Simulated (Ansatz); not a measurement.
```yaml
crystal:
  periodic: [false, false, false]
  atoms:
    - {symbol: F, position_ang: [-0.921696, -1.770929, 1.487612]}
    - {symbol: Al, position_ang: [-0.497854, -1.183673, 0.157326]}
    - {symbol: B, position_ang: [0.157592, 0.010633, -1.029104]}
    - {symbol: C, position_ang: [0.267500, 0.670082, 0.134150]}
    - {symbol: H, position_ang: [0.392386, 0.230815, -2.068671]}
    - {symbol: H, position_ang: [0.017692, 0.380019, 1.076222]}
    - {symbol: H, position_ang: [0.640775, 1.600584, 0.200420]}
basis:
  gaussian: {orbitals: def2-TZVPPP, point_charges: [{charge: 0.50, position_ang: [5.400, 0.495, 0.548]}]}
hamiltonian: {xc: {name: PBEsol}, dispersion: d4, pseudopotentials: {relativity: scalar}}
output: {forces: true}
```

```sh
$ ansatz run in.yaml --threads 2 --pin off --events-out ev --progress --plain --max-ram 4352MiB
```

Task: How does Ansatz answer? (Estimate.)

Result: Computed: The input was rejected before any iteration.
```
Error: <dir> can't be read: No such file or directory (os error 2)
```
